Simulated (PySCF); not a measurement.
CH10ClNOSi3

The system: CH10ClNOSi3, a molecule drawn to mimic a surface site (built as: Si site whose three back bonds go to OSiH3, NHSiH3, CH3; end group Cl); neutral, singlet. The structure, one conformer, was relaxed in the gas phase by PBE0-D3(BJ)/def2-SVP. No frequency run checks that it is a minimum.

SMILES: C[Si](Cl)(N[SiH3])O[SiH3]

Coordinates in Å:
```
Si1    -0.110    1.485    1.514
O2      0.492   -0.042    1.677
Si3     1.921   -0.895    1.707
N4      0.338    2.119   -0.028
Si5     0.356    1.253   -1.542
C6     -1.929    1.410    1.837
Cl7     0.775    2.738    2.916
H8      2.055   -1.658    0.432
H9      3.082    0.031    1.856
H10     1.885   -1.845    2.854
H11     0.722    3.059   -0.023
H12    -0.655    0.159   -1.451
H13     0.003    2.182   -2.657
H14     1.683    0.635   -1.856
H15    -2.377    2.413    1.768
H16    -2.125    1.006    2.842
H17    -2.417    0.756    1.099
```

Shieldings: GIAO PBE0/pcSseg-1. Shifts are against computed references at the same level: C TMS (σ 184.4 ppm), H TMS (σ 31.27 ppm), Si TMS (σ 352.0 ppm). Core levels by delta-SCF with SCAN, pcX-2 on the ionised atom and pcseg-1 elsewhere, spin-free X2C (2p3/2 is the spin-free 2p value less a third of a first-order spin-orbit splitting); from the vacuum level, for chosen atoms.

Give the shieldings and core levels atom by atom.


| atoms | bonded to | σ (ppm) | δ (ppm) | core level (eV) |
| --- | --- | --- | --- | --- |
| Si1 | 1 C + 1 Cl + 1 N + 1 O | 358.4 | -6.4 | 2p3/2 107.99 |
| O2 | 2 Si | 268.4 | - | 1s 537.91 |
| Si3 | 1 O + 3 H | 390.7 | -38.7 | - |
| N4 | 2 Si + 1 H | 232.6 | - | 1s 404.36 |
| Si5 | 1 N + 3 H | 409.1 | -57.1 | - |
| C6 | 1 Si + 3 H | 181.0 | 3.5 | 1s 290.40 |
| Cl7 | 1 Si | 875.2 | - | 2p3/2 205.66 |
| H8 H9 H10 | 1 Si | 26.21 | 5.06 | - |
| H11 | 1 N | 30.88 | 0.39 | - |
| H12 H13 H14 | 1 Si | 26.60 | 4.67 | - |
| H15 H16 H17 | 1 C | 30.83 | 0.43 | - |

Values are those of this one static structure, with the three H of a rotating XH3 group averaged; atoms that internal rotation interchanges would show their mean in an NMR spectrum.

By CAM-B3LYP/def2-SVPD (TDDFT singlets, Tamm-Dancoff triplets, ionisation by delta-SCF), where does absorption start, and what does vertical ionisation take?

The lowest singlet lies at 6.65 eV (f 0.010), the strongest of the first 6 at 7.92 eV (f 0.019), the lowest triplet at 6.33 eV; vertical ionisation takes 9.81 eV.
